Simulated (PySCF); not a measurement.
Be(F)2 anion (BeF2), SMILES [F][Be][F] (connectivity only; charge and spin as stated), charge -1, multiplicity 2. Coordinates come from a B3LYP-D3(BJ)/def2-TZVPD optimisation. The multiplicity is an assumed one; other spin states were not compared. The isomer is the one that the SMILES or the coordinates give; other isomers of the formula were not compared.

Level of theory: B3LYP-D3(BJ)/def2-TZVPD (PySCF).

Harmonic wavenumbers (cm⁻¹): 321, 757, 1160. Rotational constants (GHz): 181.8, 7.828, 7.504; symmetry number 2.

Task: Work out the zero-point energy and the ideal-gas rigid-rotor harmonic-oscillator thermochemistry at 298.15 K and 1 atm.

Result: ZPE = ½ Σ hcν = ½ × 2237 cm⁻¹ = 13.38 kJ/mol. H − E(el) = 24.63 kJ/mol. Entropy in J/(mol K): translation 156.77, rotation 81.84, vibration 6.69, spin 5.76, total 251.05. G − E(el) = -50.22 kJ/mol. Cp = 44.10 J/(mol K).
